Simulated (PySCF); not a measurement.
Polarisability and C₆ of Au²⁺ (gold, charge +2)

[Xe] 4f14 5d9, 2D determinant. Computed with PySCF 2.14 in def2-TZVPPD with the def2 core potential (60 electrons) (6s5p3d2f1g, 59 functions), with scalar relativity through the core potential. Coupled (time-dependent) response in atomic units; α is the mean over directions.

```csv
method,mean α (bohr³),"α xx, yy, zz",C₆ (like pair),S(−4)
UHF,7.242,"7.091, 7.091, 7.543",45.16,11.06
PBE,7.998,"7.898, 7.898, 8.198",50.23,15.52
PBE0,7.745,"7.628, 7.628, 7.978",48.67,13.73
MN15,7.933,"7.866, 7.866, 8.068",49.69,14.51
TPSS,7.992,"7.871, 7.871, 8.235",50.50,15.17
```

S(−4) is the Cauchy moment in α(ω) = α(0) + S(−4) ω² + …

Spin-orbit coupling is absent.

α(iu) at PBE:

```json
{"u (hartree)": "0", "α(iu) (bohr³)": "7.998"}
{"u (hartree)": "0.0500", "α(iu) (bohr³)": "7.960"}
{"u (hartree)": "0.100", "α(iu) (bohr³)": "7.848"}
{"u (hartree)": "0.200", "α(iu) (bohr³)": "7.456"}
{"u (hartree)": "0.300", "α(iu) (bohr³)": "6.941"}
{"u (hartree)": "0.500", "α(iu) (bohr³)": "5.906"}
{"u (hartree)": "0.750", "α(iu) (bohr³)": "4.876"}
{"u (hartree)": "1.00", "α(iu) (bohr³)": "4.097"}
{"u (hartree)": "1.50", "α(iu) (bohr³)": "2.974"}
{"u (hartree)": "2.00", "α(iu) (bohr³)": "2.209"}
{"u (hartree)": "3.00", "α(iu) (bohr³)": "1.308"}
{"u (hartree)": "5.00", "α(iu) (bohr³)": "0.5839"}
```

A single London oscillator, α(iu) = α/(1 + u²/ω²), gives C₆ = (3/4) ω α². Matching the computed C₆ needs ω = 4 × 50.23 / (3 × 7.998²) = 1.05 hartree.

For an ion, C₆ is the dispersion term alone; charge-induced terms of lower order in 1/R come first.

The components differ because the open shell of this determinant is not spherical; for a pure term their mean is the scalar polarisability.

Energies and moments cover only the electrons outside the core potential. Spin-orbit coupling, absent here, splits the open shell strongly.
